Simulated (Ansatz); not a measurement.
Consider the cleavage of the Si–Sb bond: `[SiH3][Sb]([SiH3])[Cl]` + `[OH][Al]([F])[F]` → `[F][Al]([F])[O][SiH3]` + `[SiH3][SbH][Cl]`.

Isolated molecules relaxed with PBE0-D4/def2-TZVP in Ansatz; ΔE leaves out vibrations. CCSD(T)/CBS adds triple-zeta CCSD(T) − MP2 to the extrapolated MP2 energy (def2 sets, frozen cores). Functionals use def2-TZVPP. HSE06 is defined as in plane-wave codes. Elements past krypton have def2 core potentials. For Sb outer-core shells are correlated without core-valence functions, which leaves a few kJ/mol of doubt a bond. Each species was taken in one conformer, which may not be the lowest.

`[SiH3][Sb]([SiH3])[Cl]`:

Z-matrix (Å, degrees):
```
Si
Sb 1 2.579
H 1 1.485 2 109.0
H 1 1.484 2 110.6 3 121.1
H 1 1.489 2 108.1 3 -118.6
Si 2 2.579 1 89.8 3 -165.4
Cl 2 2.379 1 92.9 3 -72.5
H 6 1.489 2 108.1 1 -76.1
H 6 1.484 2 110.7 1 44.2
H 6 1.485 2 109.0 1 165.3
```

`[OH][Al]([F])[F]`:

Cartesian coordinates in Å:
```
O -0.082 0.407 -1.170
Al 0.150 -0.287 0.336
F 1.105 -1.606 0.462
F -0.547 0.309 1.693
H -0.627 1.178 -1.320
```

`[F][Al]([F])[O][SiH3]`:

Cartesian coordinates in Å:
```
F 2.723 1.046 -0.801
Al 1.724 0.482 0.363
F 2.313 0.362 1.882
O 0.165 0.046 0.013
Si -1.377 -0.384 -0.293
H -1.937 0.485 -1.359
H -2.195 -0.236 0.938
H -1.415 -1.800 -0.742
```

`[SiH3][SbH][Cl]`:

```xyz
7

Si    0.845   -0.511    0.129
Sb   -1.034    0.672   -1.193
Cl   -2.708   -0.063    0.312
H     0.722   -1.974   -0.093
H     0.734   -0.203    1.576
H     2.160   -0.047   -0.392
H    -0.718    2.125   -0.339
```

```tsv
level	ΔE (kcal/mol)	difference from CCSD(T)/CBS
BLYP-D4	-14.4	0.7
r2SCANh-D4	-15.2	-0.1
HSE06-D4	-12.2	2.9
CAM-B3LYP-D4	-18.4	-3.3
B2PLYP	-17.6	-2.5
LC-ωPBE	-15.9	-0.8
HF/def2-TZVPP	-24.5	-9.4
MP2/def2-TZVPP	-15.6	-0.5
HF/def2-QZVPP	-25.2	-10.1
SCS-MP2/def2-QZVPP	-17.5	-2.4
CCSD(T)/CBS	-15.1	0
```

Largest T1 diagnostic among the species: 0.013.

The D4 term adds +2.1 kcal/mol with B3LYP and +1.1 kcal/mol with PBE0; it sums over pairs of atoms, weighted by their polarisabilities, and B3LYP, whose exchange is more repulsive, gets the larger term. Leaving LDA and LC-ωPBE aside and taking each functional with its dispersion term where it has one, the values, not all of them listed here, spread over 8.3 kcal/mol, from CAM-B3LYP-D4 to revPBE-D4.

B3LYP here is the variant with VWN-RPA as its local correlation; programs differ in this.
